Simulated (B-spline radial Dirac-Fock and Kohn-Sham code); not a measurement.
Be: scattering cross sections and density moments

System: the free beryllium atom in the configuration [He] 2s1 2p1 (an excited configuration).

The run's input, task.json:

```json
{"items": [{
  "Z": 4,
  "q": 0,
  "cfg": [[1, 0, 2], [2, 0, 1], [2, 1, 1]],
  "A": 9,
  "rrms": 2.519,
  "do": ["scatter"],
  "s": [0.0, 0.05, 0.1, 0.15, 0.2, 0.25, 0.3, 0.35, 0.4, 0.45, 0.5, 0.6, 0.7, 0.8, 0.9, 1.0, 1.1, 1.2, 1.4, 1.6, 1.8, 2.0, 2.5, 3.0, 3.5, 4.0, 5.0, 6.0],
  "pz": [0, 0.1, 0.2, 0.3, 0.4, 0.5, 0.6, 0.8, 1.0, 1.2, 1.4, 1.6, 1.8, 2.0, 2.5, 3.0, 4.0, 5.0, 7.0, 10.0, 15.0, 20.0, 30.0, 40.0, 60.0, 100.0],
  "hv_scatter": [1000, 2000, 5000, 20000, 30000, 100000, 200000, 1000000]
}]}
```

Launch: `python xray_run.py task.json out`

Model: configuration-average Dirac-Fock orbitals. Program: a B-spline atomic structure program.

```
Sum of ⟨r⟩                          : 6.439 bohr
Sum of ⟨r²⟩                         : 19.88 bohr²
Sum of ⟨1/r⟩                        : 8.3350 per bohr
Langevin diamagnetic susceptibility : -15.7 × 10⁻⁶ cm³/mol
Lamb shielding (α²/3)Σ⟨1/r⟩         : 148.0 ppm
```

Coherent scattering is the Thomson cross section weighted by f₀², without anomalous dispersion; incoherent scattering is Klein-Nishina weighted by S. The Lamb formula is the non-relativistic shielding expression. Electron correlation is left out.

```csv
hν (keV),coherent (b),incoherent (b),incoherent per electron (b)
1,8.674,0.4106,0.103
2,5.949,0.9098,0.227
5,2.852,1.479,0.370
20,0.5218,2.234,0.558
30,0.2608,2.269,0.567
100,0.02683,1.958,0.490
200,0.006797,1.623,0.406
1000,0.0002730,0.8447,0.211
```

Incoherent scattering overtakes coherent scattering between 5 and 20 keV.

Values without a named source are computed, but for edge energies of neutral atoms, which are taken from tables.
